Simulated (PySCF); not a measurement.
Radial density of Se (selenium, neutral)

HSE06, [Ar] 3d10 4s2 4p4, high-spin 3P determinant. All numbers are calculated (PySCF 2.14, no relativity, point nucleus, in dyall-av2z (16s12p8d, 92 functions)).

| r (bohr) | 4πr²ρ (e/bohr) | 4πr²(ρα − ρβ) |
| --- | --- | --- |
| 0.000691 | 0.1548 | 0.0000 |
| 0.00116 | 0.4246 | 0.0000 |
| 0.00195 | 1.138 | 0.0000 |
| 0.00329 | 2.941 | 0.0000 |
| 0.00553 | 7.142 | -0.0001 |
| 0.00930 | 15.65 | -0.0001 |
| 0.0156 | 28.88 | 0.0006 |
| 0.0263 | 40.35 | 0.0047 |
| 0.0443 | 38.60 | 0.0216 |
| 0.0744 | 34.72 | 0.0596 |
| 0.125 | 48.13 | 0.0621 |
| 0.211 | 36.88 | -0.0102 |
| 0.354 | 28.27 | 0.1342 |
| 0.596 | 28.58 | 0.0613 |
| 1.00 | 7.776 | 0.2269 |
| 1.69 | 3.710 | 1.0592 |
| 2.84 | 1.376 | 0.5216 |
| 4.77 | 0.1302 | 0.0514 |
| 8.02 | 0.0009227 | 0.0000 |

(1) Where is the radial spin density 4πr²(ρα − ρβ) most negative, and why is it negative at all?

## Answers

(1) Around r = 0.211 bohr, down to -0.0102 e/bohr: exchange with the open shell polarises the paired shells in an unrestricted calculation.
